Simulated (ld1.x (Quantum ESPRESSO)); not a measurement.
## Varying the TM potential for carbon

Base potential:

```json
{"Element": "carbon (C)", "Generator": "ld1.x (Quantum ESPRESSO) 7.5", "Type": "norm-conserving Troullier–Martins (Kleinman–Bylander form)", "Functional": "PBE", "Relativity": "non-relativistic", "Frozen core": "[He]", "Valence charge": "4", "Reference configuration": "2s1.5 2p2.5", "Partial waves": "2p (bound): rc 2.25 bohr; 3d channel at -0.1 Ry: rc 2.35 bohr; 2s (bound): rc 0.90 bohr", "Local potential": "the s channel", "Core correction": "a·sin(br)/r model core inside 0.95 bohr"}
```

All-electron outer shells of the reference configuration (PBE, non-relativistic, ld1.x):

```csv
shell,level (eV),outermost node (bohr),outermost maximum (bohr)
2s,-13.97,0.38,1.22
2p,-5.51,–,1.20
```

Cutoffs, loose and tight: the cutoffs (Ry, on a coarse ladder) from which the occupation-weighted sum of valence levels, in a spherical-Bessel basis at the reference potential, stays within 10 and 1 mRy of its value at 400 Ry. They do not see the model core or the augmentation charge, which bear on the density cutoff. Test errors are all-electron minus pseudo excitation energies from the reference, over the configurations 2s2 2p2; 2s2 2p1; 2s2 2p0; 2s2 2p2.3; 2s0 2p4; 2s1 2p2; 2s2 2p1.5. A dash means not determined; rows that change the core or the reference have their own tests. The largest error is taken over the tests solved by every variant that gives reliable tests at all: 2s2 2p0; 2s2 2p1; 2s2 2p2.

Cutoffs are not given where the Bessel-basis levels miss the radial ones by over 6 mRy, ghosts where they miss by over 20 mRy; a channel whose overlap is not positive is not tested.

| change | outcome | cutoff, loose | cutoff, tight | bound ghosts | largest test error (meV) |
| --- | --- | --- | --- | --- | --- |
| base | generated | 35 Ry | 100 Ry | none | +526 |
| wave 2s (bound): rc 0.90 bohr becomes 2s (bound): rc 1.28 bohr | generated | 30 Ry | 70 Ry | none | +538 |
| scalar-relativistic | generated | 35 Ry | 100 Ry | none | +525 |
| wave 3d channel at -0.1 Ry: rc 2.35 bohr becomes 3d channel at -0.1 Ry: rc 2.26 bohr | generated | 35 Ry | 100 Ry | none | +526 |
| core correction a·sin(br)/r model core inside 1.02 bohr | generated | 35 Ry | 100 Ry | none | +531 |
| functional BLYP | generated | 35 Ry | 100 Ry | none | +563 |
| wave 3d channel at -0.1 Ry: rc 2.35 bohr becomes 3d channel at 0.2 Ry: rc 2.35 bohr | generated | 35 Ry | 100 Ry | none | +526 |

**Question.** What comes out with this change to the base: all radii but the core radius scaled by about 1.31 (s 1.18, p 2.94, d 3.06 bohr)?

**Answer.** outcome: generated; cutoff, loose: 35 Ry; cutoff, tight: 80 Ry; bound ghosts: none; largest test error (meV): +1300.

**Question.** What comes out with this change to the base: type PAW; waves now 2s (bound): rcut 0.80, rcutus 0.90 bohr; 2s channel at 2.5 Ry: rcut 0.80, rcutus 0.90 bohr; 2p (bound): rcut 1.95, rcutus 2.25 bohr; 2p channel at -0.1 Ry: rcut 1.95, rcutus 2.25 bohr; 3d channel at -0.1 Ry: rcut 2.05, rcutus 2.35 bohr; 3d channel at 1.05 Ry: rcut 2.05, rcutus 2.35 bohr; local potential all-electron potential smoothed inside 1.25 bohr (lloc = -1); augmentation PSQ, inside the norm-conserving radii?

**Answer.** outcome: generated, overlap not positive; bound ghosts: not determined (overlap not positive); largest test error (meV): +4708. A file whose overlap is not positive is unfit for use, and its test errors describe a broken file.
